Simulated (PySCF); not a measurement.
SbClBr₂, SMILES [Cl][Sb]([Br])[Br].

The structure is a stationary point at r2SCAN-D4/def2-SVP. The structure was generated by enumeration; whether it is a known compound was not checked. The def2 effective core potentials stand for the cores of Sb; spin–orbit coupling is left out.

Two levels are set side by side: PBE/def2-TZVP (PySCF) and r2SCAN/def2-TZVP (PySCF). Same geometry, gas phase. Differences are taken from unrounded values.

| quantity | r2SCAN | PBE | PBE minus r2SCAN |
|---|---|---|---|
| orbital gap (eV) | 4.60 | 4.17 | -0.43 |
| highest occupied level (eV) | -7.52 | -7.20 | 0.31 |
| lowest empty level (eV) | -2.92 | -3.03 | -0.12 |
| dipole moment (D) | 2.44 | 2.36 | -0.08 |
| mean polarisability (bohr³) | 93.0 | 95.3 | 2.4 |

Rough cost on one machine, each run with all the roots and properties that it gave: r2SCAN against PBE about 3 times.
